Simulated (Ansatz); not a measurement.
Molecule: CeO₂ (charge +1, doublet). The spin state was set by rule; other spins were not relaxed. 
Geometry from a B3LYP-D3(BJ)/def2-TZVP (Ansatz, a first-principles code) optimisation:
```xyz
3

Ce     0.0000     0.0000     0.0000
O      0.0000     0.0000     1.7563
O      0.0000     0.0000    -1.7563
```
Charge +1, spin multiplicity 2.

Total electronic energies in hartree. Correlated levels leave the core frozen unless marked. UHF or UKS for open shells. Spin-orbit coupling is left out. The frozen core is the preceding noble-gas configuration, with the filled d and f shells of earlier blocks. In def2 rows, elements after Kr have scalar-relativistic effective core potentials. 

The Hartree-Fock reference is unstable (checked in the largest basis), which strains HF and MP2. 

| level | program | energy (Eh) |
|---|---|---|
| B3LYP-D3(BJ)/def2-TZVP | Ansatz + dftd3 | -625.43807 |
| B3LYP-D4/def2-TZVP | Ansatz + dftd4 | -625.43772 |
| PBE0/def2-SVP | Ansatz | -624.98155 |
| PBE0-D3(BJ)/def2-TZVP | Ansatz + dftd3 | -625.16574 |
| PBE0/def2-TZVP | Ansatz | -625.16449 |
| PBE0/def2-QZVPP | Ansatz | -625.17658 |
| BHLYP-D3(BJ)/def2-TZVP | Ansatz + dftd3 | -625.11571 |
| BHLYP-D4/def2-TZVP | Ansatz + dftd4 | -625.11537 |
| r2SCAN0-D4/def2-TZVP | Ansatz + dftd4 | -625.30611 |
| HSE06-D3(BJ)/def2-TZVP | Ansatz + dftd3 | -625.16071 |
| HSE06/def2-TZVP | Ansatz | -625.15956 |
| LC-wPBE-D3(BJ)/def2-TZVP | Ansatz + dftd3 | -625.27092 |
| LC-wPBE/def2-TZVP | Ansatz | -625.26937 |
| wB97M-V/def2-TZVP | Ansatz | -625.28102 |
| wB97X-V/def2-TZVP | Ansatz | -625.24667 |
| B2GP-PLYP-D3(BJ)/def2-TZVP | Ansatz + dftd3 | -624.65846 |
| B2GP-PLYP-D4/def2-TZVP | Ansatz + dftd4 | -624.65635 |
| B2PLYP/def2-TZVP | Ansatz | -624.81418 |
| RPA@PBE/def2-TZVPP | Ansatz | -623.92622 |
| RPA@PBE/def2-QZVPP | Ansatz | -624.00028 |
| CCSD/def2-SVP | Ansatz | -623.41154 |
| CCSD(T)/def2-SVP | Ansatz | -623.43585 |

Totals of different functionals don't rank their quality; only differences between species are comparable.
